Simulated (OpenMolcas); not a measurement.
Rh3+ (d6) in a complex was computed by CASSCF with the d shell active (OpenMolcas, ANO-RCC-VTZP on the metal). Its lowest spin-free states, and all those of the highest spin:

```
2S+1  Degeneracy  E (cm-1)
   1           1       0.0
   3           3     11093
   5           3     12064
   3           3     16167
   1           3     18214
   1           3     28204
   3           3     29631
   3           3     30701
   5           2     32211
   3           2     33584
   3           3     33737
   3           3     36749
```

Task: Is the site octahedral, tetrahedral or cube-like, axial, or of lower symmetry?

Result: The states with 2S+1 = 5 have orbital degeneracies 3, 2. Threefold states need a cubic site. For d6 at this spin an octahedron puts the threefold T2 below the twofold E and a tetrahedron or cube puts the twofold E below the threefold T2, so the site is octahedral. The first gap at this spin, 20100 cm-1, is |10Dq| in ligand-field theory. The run had Rh3+ with 6 ligands (fluoride) in octahedral coordination (Oh) at 1.98 Å. A charge of +0.5 e stands 2.4 Å behind each ligand. Ligand basis ANO-RCC-VDZP.

Without dynamic correlation the repulsion within the d shell is too large (B by tens of per cent), so at a given field states of lower spin stand too high. This shell can be high or low spin here, a state of another spin lies low, and with metal d orbitals alone active their balance is uncertain, so the ground spin may be wrong, although the usual error favours high spin. The least metal-like active orbital is 81 % on the metal (Löwdin) and no ligand orbital is active, so the numbers are rough. With metal d orbitals alone the field can be off either way by tens of per cent. Ligand-to-metal charge-transfer states are missing. With no ligand orbital active B as a rule stays too high, so bands that hang on it stand too high and its fall with covalency is understated. No measured value stands beside these numbers; the geometry is a model, was not optimised and need not be the one that this ion takes.
